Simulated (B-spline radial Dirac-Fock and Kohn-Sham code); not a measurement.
## X-ray form factors of dysprosium in several charge states

Model: Dirac-Fock orbitals of the configuration average with a finite nucleus. Program: an atomic code on a B-spline grid.

Configurations: Dy [Xe] 4f10 6s2; Dy³⁺ [Xe] 4f9; Dy⁴⁺ [Xe] 4f8; Dy⁵⁺ [Kr] 4d10 4f8 5s2 5p5; Dy⁶⁺ [Kr] 4d10 4f8 5s2 5p4. The first column is f₀ of Dy, the others are differences from it.

```
s (Å⁻¹)      Dy  Δ Dy³⁺  Δ Dy⁴⁺  Δ Dy⁵⁺  Δ Dy⁶⁺
      0  66.000  -3.000  -4.000  -5.000  -6.000
    0.1  61.689  -1.063  -1.872  -2.662  -3.469
    0.2  55.056  -0.234  -0.679  -1.036  -1.430
    0.3  48.233  -0.131  -0.336  -0.359  -0.410
    0.4  42.162  -0.093  -0.211  -0.111  -0.016
    0.5  37.134  -0.059  -0.142  -0.052  +0.046
    0.7  29.389  +0.014  +0.013  +0.016  +0.024
    0.9  23.819  +0.037  +0.080  +0.061  +0.039
    1.1  20.010  +0.023  +0.056  +0.045  +0.032
    1.4  16.521  +0.002  +0.008  +0.008  +0.009
```

Values without a named source are computed, but for edge energies of neutral atoms, which are taken from tables.
